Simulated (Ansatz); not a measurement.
Born–Oppenheimer molecular dynamics of ClH6MgNO2 (11 atoms, charge 0, multiplicity 1). It starts at the highest image of a converged band, a first-order saddle point between two minima.

These are results of RKS BHLYP-D4/def2-SVP (Ansatz), not measurements.

- ensemble: NVE (velocity Verlet)
- time step: 0.5 fs
- steps asked: 200
- starting velocities drawn for: 100 K
- seed: 8792

First frame:

```xyz
11
Properties=species:S:1:pos:R:3
Mg -0.579 -1.121 -0.769
O 0.257 -1.212 0.969
Cl -1.409 -2.858 -1.870
H 0.361 1.134 0.083
N -0.355 0.869 -1.039
H 0.654 -0.196 1.198
O 0.951 1.055 1.069
H 0.567 -1.905 1.543
H 0.174 1.168 -1.851
H -1.197 1.434 -1.063
H 0.575 1.631 1.730
```

Task: How far do the bonds stretch over the last three quarters of this one trajectory? (Pairs bonded in most of those frames.)

Result: 
```json
{"bond": "Mg1–O2", "mean (Å)": "1.993", "spread (Å)": "0.011", "shortest": "1.97", "longest": "2.01"}
{"bond": "Mg1–Cl3", "mean (Å)": "2.226", "spread (Å)": "0.028", "shortest": "2.18", "longest": "2.27"}
{"bond": "Mg1–N5", "mean (Å)": "1.967", "spread (Å)": "0.024", "shortest": "1.94", "longest": "2.03"}
{"bond": "O2–H6", "mean (Å)": "1.004", "spread (Å)": "0.015", "shortest": "0.98", "longest": "1.05"}
{"bond": "O2–H8", "mean (Å)": "0.954", "spread (Å)": "0.002", "shortest": "0.95", "longest": "0.96"}
{"bond": "H4–O7", "mean (Å)": "1.005", "spread (Å)": "0.017", "shortest": "0.98", "longest": "1.05"}
{"bond": "N5–H9", "mean (Å)": "1.014", "spread (Å)": "0.005", "shortest": "1.01", "longest": "1.02"}
{"bond": "N5–H10", "mean (Å)": "1.014", "spread (Å)": "0.003", "shortest": "1.01", "longest": "1.02"}
{"bond": "O7–H11", "mean (Å)": "0.956", "spread (Å)": "0.020", "shortest": "0.93", "longest": "0.99"}
```

Mean temperature of the second half: 79 K. The conserved energy stayed within 0.092 meV per atom of its start (net change 0.029 meV per atom), so the integration is sound. A run of 0.1 ps of so small a system gives no equilibrium averages. The orbitals stay closed-shell, which can raise the energy where a bond breaks towards radicals; this wasn't checked here.

The run took 7.2 min on 2 threads of Intel(R) Xeon(R) Platinum 8488C (Sapphire Rapids), on a shared host, peak memory 0.27 GiB.
